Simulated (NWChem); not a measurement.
System: TlCl; SMILES [Tl][Cl]

All runs: NWChem. Geometry: optimised at PBE0/def2-SVP. def2 effective core potentials on Tl; no spin-orbit coupling.

Question: Order these by “highest occupied level (eV)”, lowest first: PBE/def2-TZVP; PBE/def2-SVPD; PBE/def2-SVP.

Answer: PBE/def2-SVPD (-6.56), PBE/def2-TZVP (-6.42), PBE/def2-SVP (-6.23)
